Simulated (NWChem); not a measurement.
System: BeF, doublet; SMILES [Be][F]

Excerpt of the output:

```
             Northwest Computational Chemistry Package (NWChem) 7.3.0
             --------------------------------------------------------

                             Geometry "geometry" -> ""
                             -------------------------

 Output coordinates in angstroms (scale by  1.889725989 to convert to a.u.)

  No.       Tag          Charge          X              Y              Z
 ---- ---------------- ---------- -------------- -------------- --------------
    1 Be                   4.0000     0.00000000     0.00000000    -0.96718900
    2 F                    9.0000     0.00000000     0.00000000     0.42985900

 Effective nuclear repulsion energy (a.u.)      13.6361678081

                                 NWChem DFT Module
                                 -----------------

 Summary of "ao basis" -> "ao basis" (spherical)
 ------------------------------------------------------------------------------
       Tag                 Description            Shells   Functions and Types
 ---------------- ------------------------------  ------  ---------------------
 Be                         6-31+g*                  8       18   4s3p1d
 F                          6-31+g*                  8       18   4s3p1d

            General Information
            -------------------
          SCF calculation type: DFT
          Wavefunction type:  spin polarized.
          No. of atoms     :     2
          No. of electrons :    13
           Alpha electrons :     7
            Beta electrons :     6
          Charge           :     0
          Spin multiplicity:     2
          Use of symmetry is: off; symmetry adaption is: off
          Maximum number of iterations: 150
          AO basis - number of functions:    36
                     number of shells:    16
          Convergence on energy requested:  1.00D-06
          Convergence on density requested:  1.00D-05
          Convergence on gradient requested:  5.00D-04

              XC Information
              --------------
                     Hartree-Fock (Exact) Exchange  1.000
                   CAM-Becke88 Exchange Functional  1.000
                      VWN V Correlation Functional  0.190 local
              Lee-Yang-Parr Correlation Functional  0.810

           Range-Separation Parameters
           ---------------------------
           Alpha           :  0.19
           Beta            :  0.46
           Gamma           :  0.33
           Short-Range HF  :     F

             Grid Information
             ----------------
          Grid used for XC integration:  medium
          Radial quadrature: Mura-Knowles
          Angular quadrature: Lebedev.
          Tag              B.-S. Rad. Rad. Pts. Rad. Cut. Ang. Pts.
          ---              ---------- --------- --------- ---------
          Be                  1.05       49          11.0       434
          F                   0.50       49           9.0       434
          Grid pruning is: on
          Number of quadrature shells:    98
          Spatial weights used:  Erf1

      Superposition of Atomic Density Guess
      -------------------------------------

 Sum of atomic energies:        -113.94785207

      Non-variational initial energy
      ------------------------------

 Total energy =    -114.030235
 1-e energy   =    -184.748626
 2-e energy   =      57.082223
 HOMO         =      -0.208320
 LUMO         =       0.037333

[...]

                                NWChem TDDFT Module
                                -------------------

            General Information
            -------------------
           No. of orbitals :      72
            Alpha orbitals :      36
             Beta orbitals :      36
        Alpha frozen cores :       0
         Beta frozen cores :       0
     Alpha frozen virtuals :       0
      Beta frozen virtuals :       0
         Spin multiplicity :       2
    Number of AO functions :      36
        Use of symmetry is : off
      Symmetry adaption is : off
         Schwarz screening :  0.10D-07

              XC Information
              --------------
              Hartree-Fock (Exact) Exchange   1.00
            CAM-Becke88 Exchange Functional   1.00
               VWN V Correlation Functional   0.19 local
       Lee-Yang-Parr Correlation Functional   0.81
           Alpha           :  0.19
           Beta            :  0.46
           Gamma           :  0.33

             TDDFT Information
             -----------------
          Calculation type : Tamm-Dancoff TDDFT
         Wavefunction type : Unrestricted
          No. of electrons :      13
           Alpha electrons :       7
            Beta electrons :       6
              No. of roots :       8
          Max subspacesize :    5600
            Max iterations :     100
               Target root :       1
           Target symmetry : none
      Symmetry restriction : off
                 Algorithm : Optimal
        Davidson threshold :  0.10D-03

    8 smallest eigenvalue differences (eV)
--------------------------------------------------------
  No. Spin  Occ  Vir  Irrep   E(Occ)    E(Vir)   E(Diff)
--------------------------------------------------------
    1    1    7    8 a        -0.284     0.004     7.841
    2    1    7    9 a        -0.284     0.004     7.841
    3    1    7   10 a        -0.284     0.032     8.607
    4    1    7   11 a        -0.284     0.039     8.799
    5    1    7   12 a        -0.284     0.075     9.763
    6    1    7   13 a        -0.284     0.075     9.763
    7    2    6    7 a        -0.493    -0.068    11.562
    8    2    5    7 a        -0.493    -0.068    11.562
--------------------------------------------------------

  Entering Davidson iterations
  Unrestricted

  Iter   NTrls   NConv    DeltaV     DeltaE      Time
  ----  ------  ------  ---------  ---------  ---------
    1      8       0     0.46E-01   0.10+100        1.4
    2     16       0     0.19E-01   0.74E-02        1.4
    3     24       0     0.59E-02   0.31E-03        1.4
    4     32       0     0.76E-03   0.39E-04        1.4
    5     40       6     0.33E-03   0.13E-05        1.4
    6     42       8     0.96E-04   0.12E-06        0.8
  ----  ------  ------  ---------  ---------  ---------
  Convergence criterion met

  Ground state a        -114.577653604700 a.u.
  <S2> =   0.7504

  ----------------------------------------------------------------------------
  Root   1         a              0.155079268 a.u.                4.2199 eV
  <S2> =   0.7500
  ----------------------------------------------------------------------------
     Transition Moments    X  0.92335   Y  0.97627   Z  0.00000
     Dipole Oscillator Strength                    0.1866822219
     Electric Quadrupole                           0.0000002874
     Magnetic Dipole                               0.0000010976
     Total Oscillator Strength                     0.1866836068

     Occ.    7 alpha a   ---  Virt.    8 alpha a       -0.92139
     Occ.    7 alpha a   ---  Virt.    9 alpha a       -0.08604
     Occ.    7 alpha a   ---  Virt.   12 alpha a        0.36641
     Occ.    5 beta  a   ---  Virt.    7 beta  a        0.06159
  ----------------------------------------------------------------------------
  Root   2         a              0.155079268 a.u.                4.2199 eV
  <S2> =   0.7500
  ----------------------------------------------------------------------------
     Transition Moments    X -0.97627   Y  0.92335   Z -0.00000
     Dipole Oscillator Strength                    0.1866822219
     Electric Quadrupole                           0.0000002874
     Magnetic Dipole                               0.0000010976
     Total Oscillator Strength                     0.1866836068

     Occ.    7 alpha a   ---  Virt.    8 alpha a        0.08604
     Occ.    7 alpha a   ---  Virt.    9 alpha a       -0.92139
     Occ.    7 alpha a   ---  Virt.   13 alpha a       -0.36641
     Occ.    6 beta  a   ---  Virt.    7 beta  a       -0.06159
  ----------------------------------------------------------------------------
  Root   3         a              0.221972420 a.u.                6.0402 eV
  <S2> =   0.7514
  ----------------------------------------------------------------------------
     Transition Moments    X -0.00000   Y -0.00000   Z  1.04412
     Dipole Oscillator Strength                    0.1613263751
     Electric Quadrupole                           0.0000007670
     Magnetic Dipole                               0.0000000000
     Total Oscillator Strength                     0.1613271422

     Occ.    7 alpha a   ---  Virt.   10 alpha a       -0.77345
     Occ.    7 alpha a   ---  Virt.   11 alpha a        0.57320
     Occ.    7 alpha a   ---  Virt.   14 alpha a       -0.26603
  ----------------------------------------------------------------------------
  Root   4         a              0.226455806 a.u.                6.1622 eV
  <S2> =   0.7509
  ----------------------------------------------------------------------------
     Transition Moments    X  0.00000   Y  0.00000   Z  0.02943
     Dipole Oscillator Strength                    0.0001307528
     Electric Quadrupole                           0.0000000109
     Magnetic Dipole                               0.0000000000
     Total Oscillator Strength                     0.0001307637

[...]
```

Level: CAM-B3LYP/6-31+G* (spherical d), spin-unrestricted, TDA. Geometry: optimised at PBE0/def2-SVP, spin-unrestricted. The spin multiplicity was typed, not searched, and may not be the lowest. No stability test was run on the SCF state.

**Question.** Write an input that gives this output.

**Answer.** This is not unique; one that fits is the input that was run:
```
start job
memory heap 200 mb stack 900 mb global 1100 mb
geometry units angstroms noautosym nocenter noautoz
  Be     0.000000     0.000000    -0.967189
  F      0.000000     0.000000     0.429859
end
basis spherical
  * library 6-31+g*
end
dft
  odft
  mult 2
  xc xcamb88 1.00 lyp 0.81 vwn_5 0.19 hfexch 1.00
  cam 0.33 cam_alpha 0.19 cam_beta 0.46
  iterations 150
end
tddft
  cis
  nroots 8
end
task tddft energy
```
